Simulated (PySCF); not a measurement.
CH3S, SMILES [CH2]S, multiplicity 2.

Geometry: PBE0-D3(BJ)/def2-TZVP. The isomer is the one that the SMILES or the coordinates give; other isomers of the formula were not compared.

Level of theory: M06-2X/def2-TZVPD run with PySCF.

The molecule is in vacuum.

```
Item                                                                                                            Result
---------------------------------------------------------------------------------------------  -----------------------
total energy                                                                                        -438.02250 hartree
point group                                                                                                         Cs
α spin, highest occupied and lowest empty level                                                      -6.25 and 0.36 eV
β spin, highest occupied and lowest empty level                                                     -9.41 and -0.59 eV
dipole moment                                                                                                   0.88 D
quadrupole, principal values (traceless, Buckingham form, about the centre of nuclear charge)    -4.49, 0.12, 4.37 D·Å
mean static polarisability                                                                        36.6 bohr³ (5.43 Å³)
polarisability, principal values                                                                31.4, 32.2, 46.3 bohr³
⟨S²⟩                                                                                           0.757 (pure state 0.75)
```
